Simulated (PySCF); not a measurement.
An unknown is described by computed data only.

Elements present: C, F, H and O. Monoisotopic mass: 140.0274 u.

| Item | Value |
| --- | --- |
| NMR, other nuclei | isotropic shieldings of nuclei other than C and H, by class: -54 (1 O), 121 (1 O), 261 (1 F) ppm [GIAO KT3/pcSseg-1] |
| Rotational structure | rotational constants A, B, C: 2.303, 1.215, 0.796 GHz [PBE0-D3(BJ)/def2-SVP] |
| Couplings | largest of the computed one-bond spin–spin couplings (means over like bonds): 19F–13C -333.1, 13C–1H +174.8, 13C–1H +172.1, 13C–1H +171.4, 13C–1H +168.7, 17O–1H -74.7 Hz [B3LYP/pcJ-1, spin–dipole term left out for some pairs] |
| 1H NMR | chemical shifts (computed TMS as zero) by class: 8.12 (1 H), 7.27 (1 H), 7.01 (1 H), 6.87 (1 H), 5.84 (1 H) ppm [GIAO KT3/pcSseg-1] |
| UV, strongest line | among the 10 lowest singlet transitions: S6 at 6.64 eV (187 nm, f = 0.444) [TDDFT B3LYP/def2-SVPD] |
| Dipole | 2.05 D [B3LYP/def2-SVPD] |
| Triplet | lowest triplet excitation (Tamm–Dancoff): 3.82 eV [TDA B3LYP/def2-SVPD] |
| 13C NMR | chemical shifts (computed TMS as zero) by class: 158.9 (1 C), 154.8 (1 C), 128.6 (1 C), 128.0 (1 C), 116.8 (1 C), 111.0 (1 C), 109.3 (1 C) ppm [GIAO KT3/pcSseg-1] |
| Polarisability | 89.4 au [B3LYP/def2-SVPD] |

Electronic properties: PySCF, gas phase, density fitting. Levels stand in brackets. Geometry: PBE0-D3(BJ)/def2-SVP, one conformer, isolated molecule. NMR classes are plain means over equivalent atoms (diastereotopic ones count apart unless rotation or inversion swaps them), as if these changed places fast.

Question: Which formula fits the mass and the elements?

Answer: C7H5FO2 (calculated 140.0274). No other formula that holds each of these elements comes within 0.0003 u with a fitting electron parity and a possible valence count.

Question: What is the compound? Reason from the data.

Answer: Numbering: `[O:1]=[C:2]([OH:3])[c:4]1[cH:5][cH:6][cH:7][cH:8][c:9]1[F:10]`. Its formula, C7H5FO2, gives 5 degrees of unsaturation: 1 ring and 4 π bonds in the structure found (Kekulé form). 7 carbons fall into 7 classes; from least to most shielded: aromatic C–F carbon [C9] (158.9 ppm), carboxylic acid carbon [C2] (154.8 ppm), aromatic CH carbon [C5] (128.6 ppm), aromatic CH carbon [C7] (128.0 ppm), aromatic CH carbon [C6] (116.8 ppm), aromatic CH carbon [C8] (111.0 ppm), substituted aromatic carbon [C4] (109.3 ppm). Hydrogen classes from least to most shielded: 1 H on an aromatic CH carbon, C5 (8.12 ppm), 1 H on an aromatic CH carbon, C7 (7.27 ppm), 1 H on an aromatic CH carbon, C6 (7.01 ppm), 1 H on an aromatic CH carbon, C8 (6.87 ppm), 1 H on an acid hydroxyl oxygen, O3 (5.84 ppm). The other shieldings belong to: -54 ppm, acid carbonyl oxygen [O1]; 121 ppm, acid hydroxyl oxygen [O3]; 261 ppm, aryl fluorine [F10]. The couplings run between: -333.1 Hz, aryl fluorine [F10] and aromatic C–F carbon [C9]; +174.8 Hz, aromatic CH carbon [C5] and its hydrogen; +172.1 Hz, aromatic CH carbon [C6] and its hydrogen; +171.4 Hz, aromatic CH carbon [C8] and its hydrogen; +168.7 Hz, aromatic CH carbon [C7] and its hydrogen; -74.7 Hz, acid hydroxyl oxygen [O3] and its hydrogen. The optimised geometry has point group Cs and is an asymmetric top. Structure: `O=C(O)c1ccccc1F`. Computed isomers that give other values at the same levels: `O=C(O)c1ccc(F)cc1` (rotational constant A: 3.882 GHz; this holds for the one conformer computed); `C=Cc1cc(F)oc(=O)c1` (static isotropic polarisability: 97.0 au); `C#CC1=COC(CF)=CO1` (rotational constant A: 4.625 GHz; this holds for the one conformer computed). The assignments are read from this structure; whether some other isomer fits the data as well wasn't checked.

Shape of the structure used: `[O:1]=[C:2]([OH:3])[c:4]1[cH:5][cH:6][cH:7][cH:8][c:9]1[F:10]`: O1–C2–C4–C5 -1°, H–O3–C2–O1 0°.
